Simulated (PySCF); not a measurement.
## Phosphorus: a sound run and one with changed settings

Sound run: P⁺ [Ne] 3s2 3p2, P²⁺ [Ne] 3s2 3p1. Computed with PySCF 2.14 in x2c-SVPall, with scalar relativity by spin-free X2C-1e. The sound run starts from symmetry-adapted Hartree-Fock orbitals and uses a fine grid where one is needed.

A second run was set up differently.

```
species  method  sound run (hartree)  changed run (hartree)  converged
     P⁺     UHF           -341.03801             -341.03801        yes
     P⁺  M06-2X           -341.57119             -341.27388        yes
     P⁺     LDA           -340.28688             -339.49182        yes
    P²⁺     UHF           -340.33331             -340.33331        yes
    P²⁺  M06-2X           -340.85129             -340.56881        yes
    P²⁺     LDA           -339.55815             -338.77207        yes
```

Ionisation energy of P⁺:

```csv
method,sound run (eV),changed run (eV)
UHF,19.176,19.176
M06-2X,19.590,19.186
LDA,19.830,19.585
```

Problem. What was changed?
A. all electrons correlated in a valence basis
B. level shift left on
C. radial grid too coarse
D. basis contracted for another Hamiltonian

Solution. C. It used radial step 1.2 in ln r (0.13 in the sound run). A coarse radial grid mis-integrates the density and the exchange-correlation energy, with errors of either sign; Hartree-Fock needs no grid.
